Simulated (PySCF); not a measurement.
Species: C₄H₁₂GeO.
SMILES: `C[CH2][Ge@H]([CH3])[O]C`

Computed, not measured: TDDFT wB97X-D/def2-SVPD, vertical, gas phase, core orbitals frozen in the response (PySCF 2.14.0, density-fitted response routines). The structure is a single PBE0-D3(BJ)/def2-SVP conformer in the gas phase; no vibrational or solvent corrections. The wB97X-D/def2-SVPD calculation is non-relativistic and has no spin–orbit coupling, an omission that weighs most on germanium. Torsions of this conformer, `[CH3:1][CH2:2][Ge@H:3]([CH3:4])[O:5][CH3:6]`: C1–C2–Ge3–C4 56°, C2–Ge3–O5–C6 -60°.

Q: What does the calculation give for the low-lying excited states?

A: 

```json
{"state": "S1", "E (eV)": "7.11", "λ (nm)": "174.4", "f": "0.0016", "|μ| (D)": "0.25", "main configurations (H = HOMO, L = LUMO)": "H→L+1 (49%), H→L (16%), H→L+2 (14%)"}
{"state": "S2", "E (eV)": "7.57", "λ (nm)": "163.9", "f": "0.022", "|μ| (D)": "0.89", "main configurations (H = HOMO, L = LUMO)": "H→L (64%), H→L+2 (15%)"}
{"state": "S3", "E (eV)": "7.86", "λ (nm)": "157.8", "f": "0.011", "|μ| (D)": "0.60", "main configurations (H = HOMO, L = LUMO)": "H→L+2 (33%), H→L+1 (18%), H-1→L+1 (15%)"}
{"state": "S4", "E (eV)": "7.87", "λ (nm)": "157.5", "f": "0.0095", "|μ| (D)": "0.56", "main configurations (H = HOMO, L = LUMO)": "H-1→L+1 (30%), H→L+1 (17%), H-1→L (12%)"}
{"state": "S5", "E (eV)": "8.09", "λ (nm)": "153.2", "f": "0.078", "|μ| (D)": "1.59", "main configurations (H = HOMO, L = LUMO)": "H→L+3 (41%), H-1→L (15%)"}
{"state": "S6", "E (eV)": "8.30", "λ (nm)": "149.3", "f": "0.031", "|μ| (D)": "1.00", "main configurations (H = HOMO, L = LUMO)": "H→L+4 (38%), H→L+3 (19%), H→L+2 (14%)"}
{"state": "S7", "E (eV)": "8.43", "λ (nm)": "147.1", "f": "0.026", "|μ| (D)": "0.90", "main configurations (H = HOMO, L = LUMO)": "H-2→L+1 (28%), H-1→L (18%), H→L+4 (10%)"}
{"state": "S8", "E (eV)": "8.50", "λ (nm)": "145.9", "f": "0.087", "|μ| (D)": "1.64", "main configurations (H = HOMO, L = LUMO)": "H-1→L+2 (18%), H→L+5 (12%), H-1→L+1 (11%)"}
{"state": "S9", "E (eV)": "8.56", "λ (nm)": "144.9", "f": "0.096", "|μ| (D)": "1.72", "main configurations (H = HOMO, L = LUMO)": "H-1→L+2 (27%), H-1→L+1 (11%), H→L+5 (11%)"}
{"state": "S10", "E (eV)": "8.84", "λ (nm)": "140.3", "f": "0.048", "|μ| (D)": "1.19", "main configurations (H = HOMO, L = LUMO)": "H-1→L+3 (29%)"}
```

Triplets, Tamm–Dancoff:

```
state  E (eV)  λ (nm)    main configurations (H = HOMO, L = LUMO)
   T1    6.84   181.2       H→L+1 (40%), H→L+2 (21%), H→L+4 (10%)
   T2    7.42   167.0                      H→L (64%), H→L+2 (12%)
   T3    7.55   164.2  H-1→L+1 (39%), H-1→L+2 (20%), H-1→L+4 (9%)
   T4    7.76   159.8       H→L+1 (32%), H→L+2 (24%), H-1→L (11%)
```

The lowest singlet comes at 174 nm (686 kJ/mol) in the vacuum ultraviolet; it is very weak; its leading configuration is HOMO→LUMO+1 (49%). The strongest level in the table is S9 at 8.56 eV (145 nm, f = 0.096). Löwdin shares by element: HOMO oxygen 46%, carbon 22% or more, germanium 10% (atoms not listed hold the other 22%); LUMO germanium 28%, carbon 25% or more (atoms not listed hold the other 47%). The listed states span 1.73 eV, and the widest gap between neighbours is 0.46 eV (S1 to S2). Weighted by f, the mean energy of these states is 8.37 eV. The oscillator strengths of these states sum to 0.411; summed over the whole spectrum of an exact calculation they would give the number of electrons, 76 (Thomas–Reiche–Kuhn). All these states lie below the vertical ionisation energy of 9.41 eV (ΔSCF). Only the lowest 10 singlets were computed, as vertical energies without vibronic structure.

Without π bonds the low states are Rydberg-like; a valence basis with one diffuse set may place them up to an eV too high.
